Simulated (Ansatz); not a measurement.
Ansatz results at the PBE0-D4/def2-TZVP geometry: HOMO–LUMO gap (ωB97M-V/def2-TZVPP) 10.23 eV; HOMO–LUMO gap (PBE0/def2-TZVPP) 6.26 eV; ideal-gas entropy at 298 K and 1 bar (rigid rotor, harmonic PBE0-D4/def2-TZVP) 308 J/(mol·K).

(1) Which molecule gave them?
A. `BrC1O[SiH2]1`
B. `[F][Ga]1[BH][GaH]1`
C. `FC[O][SnH3]`
D. `O=C[SiH2]Br`

Answers

(1) A. The others give `O=C[SiH2]Br`: 9.92, 5.38, 337; `FC[O][SnH3]`: 11.35, 7.51, 341; `[F][Ga]1[BH][GaH]1`: 6.84, 3.30, 350.
